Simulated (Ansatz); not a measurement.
Cost and result for the atomization energy of C2H8O2Si2 (`C=C[SiH](O)[SiH2]O`) (14 atoms, 13 bonds).

```csv
atom,x (Å),y (Å),z (Å)
C1,1.625,-1.373,0.382
C2,0.350,-1.545,0.722
Si3,-1.017,-0.394,0.208
O4,-1.969,0.046,1.494
Si5,-0.193,1.634,-0.639
O6,0.976,1.285,-1.765
H7,2.399,-2.077,0.676
H8,1.951,-0.527,-0.218
H9,0.092,-2.421,1.318
H10,-1.879,-1.093,-0.794
H11,-2.769,-0.458,1.645
H12,0.366,2.472,0.462
H13,-1.299,2.425,-1.257
H14,1.368,2.024,-2.233
```

Charge 0, multiplicity 1. Geometry: relaxed with PBE0-D4/def2-TZVP. It is one conformer, not always the lowest. Program: Ansatz. All runs use 2 threads of an AMD EPYC 7R13 on a shared host and a share of an NVIDIA H100 80 GB. Times are those of one run each, without the atoms' runs, and a repeat can differ threefold. Electronic energies, without spin–orbit coupling; frozen cores. CCSD(T)/CBS adds CCSD(T) − MP2 in def2-TZVPP to the MP2 limit, and its time is that of the two runs behind it. T1 = 0.012. B3LYP takes the VWN-RPA correlation (the form of Gaussian; ORCA's B3LYP/G).

CCSD(T)/CBS is a level of theory with its own doubt, some kJ/mol a heavy atom from the limit and from the frozen cores, so smaller differences don't rank the functionals.

```json
{"level": "r2SCAN-D4/def2-TZVPP (with forces)", "functions": "320", "wall time": "14 s"}
{"level": "PBE-D4/def2-TZVPP (with forces)", "functions": "320", "wall time": "15 s"}
{"level": "B2PLYP/def2-TZVPP", "functions": "320", "wall time": "18 s"}
{"level": "PBE0-D4/def2-TZVPP", "functions": "320", "wall time": "18 s"}
{"level": "CCSD(T)/def2-TZVPP", "functions": "320", "wall time": "19 s"}
{"level": "MP2/def2-QZVPP", "functions": "608", "wall time": "20 s"}
{"level": "B3LYP-D4/def2-TZVPP (with forces)", "functions": "320", "wall time": "22 s"}
{"level": "ωB97M-V/def2-TZVPP (with forces)", "functions": "320", "wall time": "23 s"}
{"level": "ωB97X-V/def2-TZVPP", "functions": "320", "wall time": "25 s"}
{"level": "CCSD(T)/CBS(def2)", "functions": "–", "wall time": "38 s"}
```

Problem. What atomization energy does each give, and how far from CCSD(T)/CBS? (Estimate.)

Solution. The calculation gave: 
```
                             level  atomization (kcal/mol)  difference from CCSD(T)/CBS  per bond
r2SCAN-D4/def2-TZVPP (with forces)                  1257.5                         -3.1      -0.2
   PBE-D4/def2-TZVPP (with forces)                  1270.4                          9.8       0.8
                 B2PLYP/def2-TZVPP                  1241.7                        -18.9      -1.5
                PBE0-D4/def2-TZVPP                  1249.8                        -10.8      -0.8
                CCSD(T)/def2-TZVPP                  1225.2                        -35.4      -2.7
                    MP2/def2-QZVPP                  1265.3                          4.7       0.4
 B3LYP-D4/def2-TZVPP (with forces)                  1254.5                         -6.1      -0.5
  ωB97M-V/def2-TZVPP (with forces)                  1258.7                         -1.9      -0.1
                ωB97X-V/def2-TZVPP                  1260.3                         -0.3       0.0
                 CCSD(T)/CBS(def2)                  1260.6                          0.0       0.0
```

From PBE to PBE0 (25 % exact exchange), in def2-TZVPP and without D4, the atomization energy moves by −19.5 kcal/mol: exact exchange takes away binding that semilocal exchange gives to molecules. In def2-TZVPP, CCSD(T) changes the Hartree–Fock value by +306.1 kcal/mol (the triples alone add +17.7 kcal/mol) and MP2 by +325.1 kcal/mol; breaking electron pairs costs correlation energy, which Hartree–Fock lacks. The D4 term adds +12.7 kcal/mol with B3LYP and +6.8 kcal/mol with PBE0; it sums over pairs of atoms, weighted by their polarisabilities, and B3LYP, whose exchange is more repulsive, gets the larger term.
